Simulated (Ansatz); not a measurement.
`FB(S)O[SiH3]` + `CB([SiH3])[SiH3]` → `[SiH3]B([SiH3])[SiH3]` + `COB(F)S`  (redistribution)

Computed with Ansatz on PBE0-D4/def2-TZVP structures; ΔE is electronic, products minus reactants. CCSD(T)/CBS is the MP2 limit (def2-TZVPP, def2-QZVPP) plus CCSD(T) − MP2 in def2-TZVPP, frozen cores. This one scheme is used for every species. DFT in def2-TZVPP. One conformer a species, not always the lowest.

```tsv
level	ΔE (kcal/mol)
B2PLYP	45.8
HF/CBS(def2)	47.9
```

(1) What does CCSD(T)/CBS give? (Best estimate.)

Largest T1 diagnostic among the species: 0.015.

Results:

(1) The calculation gave: +45.3 kcal/mol. The listed levels differ from it by 0.5, 2.6 kcal/mol.

From PBE to PBE0 (25 % exact exchange), in def2-TZVPP and without D4, ΔE moves by +1.9 kcal/mol.
